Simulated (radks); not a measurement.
Ge XXV, 8 electrons, occupied as [He] 2s2 2p4. Method: Dirac Kohn-Sham, PBE, spin-unpolarised, spherical densities, finite nucleus; open shells fill j = l - 1/2 first; Fermi nuclear charge, rms radius 4.0742 fm; computed with a radial shooting solver on a logarithmic mesh with Libxc functionals.

Unscreened Slater integrals over Kohn-Sham orbitals (cm^-1). Large and small components are both included. Empty in this configuration: 3s1/2.

integral           value
F0(2p3/2,2p3/2)  1139100
F2(2p3/2,2p3/2)   543850
F0(2p3/2,2p1/2)  1149800
G2(2p3/2,2p1/2)   542490
F0(2p3/2,2s1/2)  1044800
G1(2p3/2,2s1/2)   592070
F0(2p3/2,1s1/2)  1545700
G1(2p3/2,1s1/2)   279520
F0(2p3/2,3s1/2)   533000
G1(2p3/2,3s1/2)    56109
F0(2p1/2,2p1/2)  1160900
F0(2p1/2,2s1/2)  1052600
G1(2p1/2,2s1/2)   588620
F0(2p1/2,1s1/2)  1580700
G1(2p1/2,1s1/2)   286370
F0(2p1/2,3s1/2)   534610
G1(2p1/2,3s1/2)    56403
F0(2s1/2,2s1/2)   984940
F0(2s1/2,1s1/2)  1385600
G0(2s1/2,1s1/2)   138200
F0(2s1/2,3s1/2)   521170
G0(2s1/2,3s1/2)    45181
F0(1s1/2,1s1/2)  4403200
F0(1s1/2,3s1/2)   611760
G0(1s1/2,3s1/2)    32348
F0(3s1/2,3s1/2)   407590
